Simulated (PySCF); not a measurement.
Se(Cl)(GeH3) (ClGeH₃Se), SMILES Cl[Se][GeH3].

Geometry: B3LYP-D3(BJ)/def2-SVP. This is a generated structure with no PubChem entry under its InChIKey; it may be hypothetical.

Two levels are set side by side: TDDFT-PBE/def2-SVPD (PySCF) and TDDFT-CAM-B3LYP/def2-SVPD (PySCF). Vertical, same geometry. The lowest singlet is HOMO→LUMO 100 % with PBE and HOMO→LUMO 99 % with the other functional; states are paired by order. Differences are taken from unrounded values.

```
quantity                               TDDFT-PBE
-------------------------------------  ---------
lowest singlet excitation (eV)              2.47
lowest triplet excitation (TDA) (eV)        1.79
first bright state (f over 0.05) (eV)       5.82
its oscillator strength                     0.05
```

Q: These are the TDDFT-PBE values. What does TDDFT-CAM-B3LYP give? (The exact figures need the calculation; the answer reports its results.)

A: 
```
quantity                               TDDFT-CAM-B3LYP  TDDFT-PBE minus TDDFT-CAM-B3LYP
-------------------------------------  ---------------  -------------------------------
lowest singlet excitation (eV)                    2.63                            -0.16
lowest triplet excitation (TDA) (eV)              1.92                            -0.13
first bright state (f over 0.05) (eV)             6.75                            -0.92
its oscillator strength                           0.11                            -0.06
```

Functionals without exact exchange tend to place singlet excitations lower, as here. Differences between two approximate levels are no errors against the true value.

Rough cost on one machine, each run with all the roots and properties that it gave: TDDFT-CAM-B3LYP against TDDFT-PBE about 6 times.
